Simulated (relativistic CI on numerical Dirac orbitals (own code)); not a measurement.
## Slater and spin-orbit integrals, Co9+

Computed by Dirac-Coulomb-Breit CI, KLI orbitals optimised for each configuration, model QED, unscaled Slater integrals (own radial code, finite nucleus).

Slater integrals F^k, G^k are unscaled and averaged over j, outside the closed core [Ne]; ζ comes from projecting the Hamiltonian with its Breit term on Σ l·s of the shell.

- 3s²3p⁵3d: ζ(3p) = 12439, F^2(3p,3d) = 137050, G^1(3p,3d) = 161390, G^3(3p,3d) = 102850, ζ(3d) = 1006.9 cm⁻¹; <r>(3p) = 0.7161, <r^2>(3p) = 0.5924, <r>(3d) = 0.6973, <r^2>(3d) = 0.574 (bohr units).
- 3s3p⁶3d: G^2(3s,3d) = 124650, ζ(3d) = 1037.9 cm⁻¹; <r>(3s) = 0.7088, <r^2>(3s) = 0.5728, <r>(3d) = 0.6986, <r^2>(3d) = 0.5763 (bohr units).
- 3s²3p⁵4s: ζ(3p) = 12901, G^1(3p,4s) = 15527 cm⁻¹; <r>(3p) = 0.7048, <r^2>(3p) = 0.5739, <r>(4s) = 1.51, <r^2>(4s) = 2.554 (bohr units).

Averages of the first 10 configurations, taken without configuration mixing, which lowers the lowest level and can move excited configurations by several eV; other configurations of the list can lie among them:

```tsv
Configuration	Parity	States	Average energy above the lowest level (eV)
3s²3p⁶	even	1	0.2
3s²3p⁵3d	odd	60	60.0
3s3p⁶3d	even	20	106.9
3s²3p⁵4s	odd	12	137.7
3s²3p⁵4p	even	36	151.3
3s²3p⁵4d	odd	60	171.6
3s3p⁶4s	even	4	185.5
3s²3p⁵4f	even	84	186.8
3s3p⁶4p	odd	12	198.7
3p⁶3d²	even	45	216.1
```
